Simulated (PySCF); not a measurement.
**Bond curve of SnP**

Set-up: basis Sn cc-pVDZ-PP with ECP28, P cc-pV(D+d)Z; scalar-relativistic core potentials; PySCF 2.14. Energies in eV from Sn + P in their ground configurations at the same level. All curves are PBE0. state 1: ²Π (doublet), unpaired electrons π ↑; state 2: ²Σ⁺ (doublet), unpaired electrons σ ↑, a second solution, started from another occupation; state 3: ⁴Π (quartet), unpaired electrons π ↑↑↑, a second solution, started from another occupation; state 4: ⁶Σ⁺ (sextet), unpaired electrons σ ↑, π ↑↑↑↑, a second solution, started from another occupation.

```tsv
R (Å)	state 1	state 2	state 3	state 4
2.028	-1.445	-1.800	1.478	3.3509
2.122	-2.162	-2.235	0.343	2.1934
2.216	-2.550	-2.392	-0.435	1.3778
2.287	-2.684	-2.380	-0.844	0.9333
2.358	-2.716	-2.289	-1.134	0.5990
2.429	-2.672	-2.146	-1.332	0.3499
2.523	-2.535	-1.919	-1.484	0.1177
2.641	-2.302	-1.624	-1.542	-0.0588
2.782	-1.996	-1.290	-1.481	-0.1652
2.971	-1.591	-0.911	-1.272	-0.2096
```

Problem. Put a parabola through the three lowest points of the state 1 curve and estimate Re, k and ωe (reduced mass 24.62 u; 1 eV/Å² = 0.16022 mdyn/Å; ωe = 1302.8·√(k/μ) cm⁻¹).

Solution. Through R = 2.287, 2.358, 2.429 Å the second-order coefficient is 7.54 eV/Å², so Re ≈ 2.352 Å, k ≈ 2.42 mdyn/Å and ωe ≈ 408 cm⁻¹. A polynomial fit of higher order to the unrounded PBE0 energies gives Re = 2.349 Å, k = 2.52 mdyn/Å, ωe = 417 cm⁻¹; anharmonicity and rounding make the difference.

The higher-order fit for each curve: state 1: Re = 2.349 Å, ωe = 417 cm⁻¹, De = 2.72 eV; state 3: Re = 2.642 Å, ωe = 281 cm⁻¹, minimum 1.54 eV below the ground-state fragments; state 4: Re = 3.016 Å, ωe = 111 cm⁻¹, minimum 0.211 eV below the ground-state fragments. State 2 gave no clean fit.

⟨S²⟩ of the unrestricted solution departs from its pure value on part of the curve, where spin states mix. Spin–orbit coupling is left out, which matters for elements this heavy, above all for dissociation energies. The state is the lowest determinant that a PBE0 search found; another state may lie lower at other levels.
